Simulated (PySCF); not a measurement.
Molecule: `CO[Si](C)(OC)OC`, C$_{4}$H$_{12}$O$_{3}$Si.

Mapped SMILES: `[CH3:1][O:2][Si:3]([CH3:4])([O:5][CH3:6])[O:7][CH3:8]` (H(Xn): hydrogen on atom n).

Geometry PBE0-D3(BJ)/def2-SVP throughout; GIAO in PySCF 2.14.0 with density-fitted response routines, gas phase, one conformer, non-relativistic; equivalent atoms averaged; functional PBE0.

For orientation, STO-3G gives these absolute shieldings σ: C1/C6/C8 188.4, C4 241.6, O2/O5/O7 424.8, Si3 528.8, H(C1)/H(C6)/H(C8) 30.83, H(C4) 32.73 ppm.

A run gave: C1/C6/C8 148.2, C4 206.1, O2/O5/O7 311.3, Si3 454.7, H(C1)/H(C6)/H(C8) 27.82, H(C4) 31.49 ppm (absolute shieldings σ).

Which basis set was used in that run?
A. 6-311+G(2d,p)
B. 6-31G
C. def2-TZVP
D. cc-pVDZ
E. pcSseg-1

Results:

D. C1/C6/C8 tells them apart best: cc-pVDZ gives 148.2, def2-TZVP gives 136.0, 6-31G gives 151.1, pcSseg-1 gives 133.2, 6-311+G(2d,p) gives 136.6 ppm.
